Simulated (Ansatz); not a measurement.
Relaxation of H₄O₃Si (8 atoms, charge 0, multiplicity 1), to a largest force component of 0.02 eV/Å in at most 40 steps.

Theory: RHF/def2-SVP (Ansatz).

```xyz
8
Properties=species:S:1:pos:R:3
Si 0.000 0.000 0.000
O 0.000 0.000 1.680
H -0.909 -0.281 2.017
O 1.584 0.000 -0.559
H 1.901 -0.952 -0.676
H -0.688 1.191 -0.486
O -0.791 -1.371 -0.559
H -1.246 -1.837 0.213
```

Where does it end, and by what steps?

It converged. After 17 steps the energy has fallen by 0.658 eV; H8 moved furthest, 0.78 Å.

```json
{"step": "0", "energy less start (eV)": "0.0000", "largest force component (eV/Å)": "3.214", "accepted": "yes"}
{"step": "1", "energy less start (eV)": "-0.4132", "largest force component (eV/Å)": "1.456", "accepted": "yes"}
{"step": "2", "energy less start (eV)": "-0.5065", "largest force component (eV/Å)": "0.361", "accepted": "yes"}
{"step": "3", "energy less start (eV)": "-0.5457", "largest force component (eV/Å)": "0.674", "accepted": "yes"}
{"step": "4", "energy less start (eV)": "-0.5655", "largest force component (eV/Å)": "0.451", "accepted": "yes"}
{"step": "5", "energy less start (eV)": "-0.5866", "largest force component (eV/Å)": "0.297", "accepted": "yes"}
{"step": "6", "energy less start (eV)": "-0.6210", "largest force component (eV/Å)": "0.109", "accepted": "yes"}
{"step": "7", "energy less start (eV)": "-0.1281", "largest force component (eV/Å)": "4.065", "accepted": "no"}
{"step": "8", "energy less start (eV)": "-0.6370", "largest force component (eV/Å)": "0.185", "accepted": "yes"}
{"step": "9", "energy less start (eV)": "-0.6479", "largest force component (eV/Å)": "0.132", "accepted": "yes"}
{"step": "10", "energy less start (eV)": "-0.6514", "largest force component (eV/Å)": "0.127", "accepted": "yes"}
{"step": "11", "energy less start (eV)": "-0.6512", "largest force component (eV/Å)": "0.481", "accepted": "no"}
{"step": "12", "energy less start (eV)": "-0.6541", "largest force component (eV/Å)": "0.082", "accepted": "yes"}
{"step": "13", "energy less start (eV)": "-0.6561", "largest force component (eV/Å)": "0.156", "accepted": "yes"}
{"step": "14", "energy less start (eV)": "-0.6512", "largest force component (eV/Å)": "0.201", "accepted": "no"}
{"step": "15", "energy less start (eV)": "-0.6581", "largest force component (eV/Å)": "0.034", "accepted": "yes"}
{"step": "16", "energy less start (eV)": "-0.6580", "largest force component (eV/Å)": "0.078", "accepted": "no"}
{"step": "17", "energy less start (eV)": "-0.6582", "largest force component (eV/Å)": "0.006", "accepted": "yes"}
```

```xyz
8
Properties=species:S:1:pos:R:3
Si -0.142 -0.130 -0.001
O 0.133 -0.103 1.620
H -0.547 0.156 2.221
O 1.293 -0.545 -0.669
H 2.083 -0.431 -0.164
H -0.642 1.168 -0.461
O -1.276 -1.224 -0.440
H -1.051 -2.140 -0.476
```

Whether the end is a true minimum wasn't checked by a vibrational analysis.

The run took 21 s on 1 thread of Arm Neoverse V1 (shared host), peak memory 0.14 GiB.
